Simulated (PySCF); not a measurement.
Match the calculated data to a structure.

All candidates are C8H13OP.

- 1H NMR: chemical shifts (computed TMS as zero) by class: 6.76 (1 H), 6.60 (1 H), 6.19 (1 H), 2.11 (3 H), 1.49 (1 H), 1.43 (3 H), 1.12 (3 H) ppm [GIAO PBE0/pcSseg-1]
- Rotational structure: rotational constants A, B, C: 1.399, 0.829, 0.618 GHz [GFN2-xTB]
- Dipole: 4.17 D [PBE0/pcSseg-1]
- NMR, other nuclei: isotropic shieldings of nuclei other than C and H, by class: 275 (1 O), 330 (1 P) ppm [GIAO PBE0/pcSseg-1]
- 13C NMR: chemical shifts (computed TMS as zero) by class: 142.7 (1 C), 142.3 (1 C), 107.6 (1 C), 82.6 (1 C), 36.5 (1 C), 16.7 (1 C), 15.5 (1 C), 5.4 (1 C) ppm [GIAO PBE0/pcSseg-1]

Gas-phase values; electronic properties from PySCF, density fitting. Levels stand in brackets. Geometry: GFN2-xTB, one conformer, isolated molecule. GFN2-xTB frequencies show an imaginary mode (34i cm⁻¹), so this geometry is no minimum at that level. Each NMR value is the plain mean over a class of atoms that symmetry, rotation or inversion makes alike.

Question: Which candidate is it?
A. `C=C[P@]1(=O)CC=C(CC)C1`
B. `C=C[P@@](=O)(C#CC)C(C)C`
C. `C#CP1(=O)CCCCCC1`
D. `C=CC1=C(C)CC[P@@]1(C)=O`
E. `CC(C)P1(=O)C=CCC=C1`

Answer: B. It is `C=C[P@@](=O)(C#CC)C(C)C`. Numbering: `[CH2:1]=[CH:2][P@@:3](=[O:4])([C:5]#[C:6][CH3:7])[CH:8]([CH3:9])[CH3:10]`. 8 carbons fall into 8 classes; from least to most shielded: terminal =CH2 carbon [C1] (142.7 ppm), alkene CH carbon [C2] (142.3 ppm), alkyne carbon [C6] (107.6 ppm), alkyne carbon [C5] (82.6 ppm), sp3 carbon bound to phosphorus [C8] (36.5 ppm), methyl carbon [C9] (16.7 ppm), methyl carbon [C10] (15.5 ppm), propargylic carbon [C7] (5.4 ppm). Hydrogen classes from least to most shielded: 1 H on a terminal =CH2 carbon, C1 (6.76 ppm), 1 H on a terminal =CH2 carbon, C1 (6.60 ppm), 1 H on an alkene CH carbon, C2 (6.19 ppm), 3 H on a propargylic carbon, C7 (2.11 ppm), 1 H on an sp3 carbon bound to phosphorus, C8 (1.49 ppm), 3 H on a methyl carbon, C9 (1.43 ppm, a mean of values up to 0.6 ppm apart in this geometry), 3 H on a methyl carbon, C10 (1.12 ppm). The other shieldings belong to: 275 ppm, phosphoryl oxygen [O4]; 330 ppm, phosphoryl phosphorus [P3]. The optimised geometry has point group C1 and is an asymmetric top.

The others, at the same levels:
- `CC(C)P1(=O)C=CCC=C1` fails: it has 5 carbon classes against 8; its computed 13C shifts are 147.4 (2 C), 138.0 (2 C), 36.2 (1 C), 33.7 (1 C), 16.9 (2 C) ppm, 1H shifts are 6.90 (2 H), 6.65 (2 H), 3.06 (1 H), 2.61 (1 H), 1.31 (6 H), 1.21 (1 H) ppm and rotational constant A is 1.764 GHz (against 1.399 GHz).
- `C=CC1=C(C)CC[P@@]1(C)=O` fails: its computed 13C shifts are 154.1 (1 C), 140.6 (1 C), 134.9 (1 C), 128.1 (1 C), 34.6 (1 C), 31.6 (1 C), 19.3 (1 C), 18.8 (1 C) ppm, 1H shifts are 6.89 (1 H), 6.61 (1 H), 5.75 (1 H), 2.36 (1 H), 2.01 (1 H), 1.91 (3 H), 1.89 (1 H), 1.77 (1 H), 1.40 (3 H) ppm and smallest rotational constant is 0.782 GHz (against 0.618 GHz).
- `C#CP1(=O)CCCCCC1` fails: it has 5 carbon classes against 8; its computed 13C shifts are 94.9 (1 C), 88.5 (1 C), 42.3 (2 C), 36.4 (2 C), 26.1 (2 C) ppm, 1H shifts are 2.26 (1 H), 2.16 (2 H), 2.09 (2 H), 1.96 (2 H), 1.63 (2 H), 1.57 (2 H), 1.54 (2 H) ppm and rotational constant A is 1.860 GHz (against 1.399 GHz).
- `C=C[P@]1(=O)CC=C(CC)C1` fails: its computed 13C shifts are 150.7 (1 C), 142.5 (1 C), 140.0 (1 C), 126.5 (1 C), 37.8 (1 C), 37.4 (1 C), 34.6 (1 C), 16.1 (1 C) ppm, 1H shifts are 6.90 (1 H), 6.56 (1 H), 6.47 (1 H), 5.70 (1 H), 2.80 (1 H), 2.75 (1 H), 2.29 (1 H), 2.21 (1 H), 1.98 (1 H), 1.87 (1 H), 1.09 (3 H) ppm and rotational constant A is 2.218 GHz (against 1.399 GHz).

Each candidate is one conformer, not necessarily the lowest. Dipoles, sizes and rotational constants follow the conformer. The torsions of the flexible species, by atom-mapped SMILES:
- `[CH2:1]=[CH:2][P@@:3](=[O:4])([C:5]#[C:6][CH3:7])[CH:8]([CH3:9])[CH3:10]`: C1–C2–P3–O4 3°, C2–P3–C8–C9 -172°
- `[CH3:1][CH:2]([CH3:3])[P:4]1(=[O:5])[CH:6]=[CH:7][CH2:8][CH:9]=[CH:10]1`: C1–C2–P4–O5 -60°

The conformers of `C=CC1=C(C)CC[P@@]1(C)=O`, `C#CP1(=O)CCCCCC1` and `C=C[P@]1(=O)CC=C(CC)C1` aren't listed.
